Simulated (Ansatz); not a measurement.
One change: `CBCCF` becomes `CBC`.

Ansatz, PBE0-D4/def2-TZVP geometries, multiplicity 1. Each molecule was computed in one conformer, which needn't be the lowest.

```tsv
property	`CBCCF`
LUMO energy (PBE0/def2-TZVPP) / eV	-0.92
HOMO–LUMO gap (PBE0/def2-TZVPP) / eV	7.81
HOMO–LUMO gap (PBE/def2-TZVPP) / eV	5.27
HOMO energy (B3LYP/def2-TZVPP) / eV	-8.54
size of the dipole moment (ωB97M-V/def2-TZVPP) / D	1.89
size of the dipole moment (B3LYP/def2-TZVPP) / D	1.91
```

Q: What does the change do to each property? (Estimate.)

A: The calculation gave: 
| property | `CBC` | shift |
| --- | --- | --- |
| LUMO energy (PBE0/def2-TZVPP) / eV | -0.58 | 0.34 |
| HOMO–LUMO gap (PBE0/def2-TZVPP) / eV | 8.05 | 0.24 |
| HOMO–LUMO gap (PBE/def2-TZVPP) / eV | 5.62 | 0.35 |
| HOMO energy (B3LYP/def2-TZVPP) / eV | -8.47 | 0.07 |
| size of the dipole moment (ωB97M-V/def2-TZVPP) / D | 0.43 | -1.46 |
| size of the dipole moment (B3LYP/def2-TZVPP) / D | 0.42 | -1.49 |

With PBE0 the HOMO rises by 0.09 eV and the LUMO rises by 0.34 eV, so the gap widens by about 0.25 eV. PBE moves the HOMO by -0.03 eV and ωB97M-V by 0.09 eV. Dipoles are sizes alone; their direction can turn.

B3LYP here is the variant with VWN-RPA as its local correlation; programs differ in this.
